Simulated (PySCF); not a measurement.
CaCl, SMILES [Cl][Ca+], charge +1. The structure is a stationary point at PBE0-D3(BJ)/def2-TZVPD. The spin state was assumed, not searched.

Computed equilibrium geometry at PBE0-D3(BJ)/def2-TZVPD (PySCF confirms it by a frequency run) as Cartesian coordinates in Å, and its point group:
point group C∞v.
```xyz
2

Ca     0.0000     0.0000    -1.0649
Cl     0.0000     0.0000     1.2528
```
Charge +1, spin multiplicity 1.
